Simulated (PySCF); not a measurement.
## NMR problem set

[PySCF 2.14: geometry from GFN2-xTB; PBE0/pcSseg-1 with gauge-including orbitals; in vacuum; non-relativistic Hamiltonian; a single conformation; rapidly exchanging positions averaged]

Chemical shifts δ = σref − σ; 1H (31.72 ppm) and 13C (186.93 ppm) against TMS, all at this level. Where no couplings were computed, multiplicities follow the n + 1 count of equivalent neighbours, and m marks all less simple cases (inequivalent or close neighbours, rings, F or P nearby). Shifts are as computed. Against solution values, carbons near 30 ppm lie about +3 ppm off and those near 130 ppm about +5 ppm (rms about the fit 2.1 ppm; single classes can miss by 10 ppm). Of 1328 compounds with measured shifts, 309 miss one by over three times the rms of a fit or turn the order of signals round; such compounds aren't used in these exercises. Signals without a measured value on file couldn't be tested in this way; 1H shifts scatter by 0.2 ppm about their fit, and single ones miss by 0.5 ppm.

(1) C$_{5}$H$_{12}$Si$_{2}$. 1H NMR (400 MHz, computed): δ 6.97 (q, 1H), 5.11 (m, 1H), 4.97 (m, 1H), 4.24 (s, 3H), 4.20 (d, 3H), 1.98 (s, 3H). 13C{1H} NMR (computed): δ 171.7 (C), 164.7 (C), 140.6 (CH), 116.2 (CH2), 25.3 (CH3). Give a structure.

(2) C$_{5}$H$_{12}$Si$_{2}$. 1H NMR (500 MHz, computed): δ 4.37 (d, 2H), 4.25 (s, 3H), 1.25 (d, 6H), 1.07 (m, 1H). 13C{1H} NMR (computed): δ 117.7 (C), 113.9 (C), 20.8 (CH3), 17.0 (CH). Identify the compound.

Answers

(1) `C=C(C)/C([SiH3])=C/[SiH3]`. The formula gives 2 degrees of unsaturation (no ring in the answer). 5 carbon signals for 5 carbons: no two carbons are equivalent. Carbon types of the structure: 2 × C, 1 × CH, 1 × CH2, 1 × CH3, leaving 6 H on heteroatoms. δC 171.7, 164.7: fully substituted alkene carbon. δC 140.6: alkene CH; the olefinic region. δC 116.2: terminal =CH2 carbon; an sp2 carbon of a C=C bond. δH 1.98: hydrogen on an allylic methyl carbon; allylic position.

The shifts were computed for this structure.

(2) `CC(C)[SiH2]C#C[SiH3]`. Rings plus π bonds: 2 (no ring in the answer). 4 carbon signals for 5 carbons: some carbons are equivalent by symmetry or fast rotation. Carbon types of the structure: 2 × C, 1 × CH, 2 × CH3, leaving 5 H on heteroatoms. δC 117.7, 113.9: alkyne carbon. δC 20.8: methyl carbon; a saturated carbon with 1 carbon neighbour and no heteroatom attached. δH 4.25: hydrogen on a silicon bonded to C. δH 1.25: hydrogen on a methyl carbon.

The data come from this structure; uniqueness wasn't tested.
